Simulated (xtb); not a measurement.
FSn (SMILES [F][Sn+]), charge +1, singlet, geometry from GFN2-xTB (such geometries of metal compounds can be far from the true shape). Base run: GFN2-xTB (xtb).

Here is a job for xtb.
```
$ xtb mol.xyz --gfn 2 --chrg 1 --json

# file mol.xyz
2

Sn    -0.00000000    -0.00000000    -0.31245265
F      0.00000000     0.00000000     1.73584808
```

Variants of this job, named by their change:

```
change               ΔE vs base (mEh)  HOMO-LUMO gap (eV)  G_solv (kcal/mol)  SCF cycles
-------------------  ----------------  ------------------  -----------------  ----------
base                            0.000                4.90                  -          57
acc = 0.1                       0.000                4.90                  -          58
gbsa = acetonitrile           -79.645                4.88             -50.01          43
file = coord                    0.000                4.90                  -          57
alpb = hexane                 -55.202                4.93             -34.68          33
```

ALPB and GBSA are two models with their own fitted parameters for each solvent, which aren't always the measured dielectric constant.
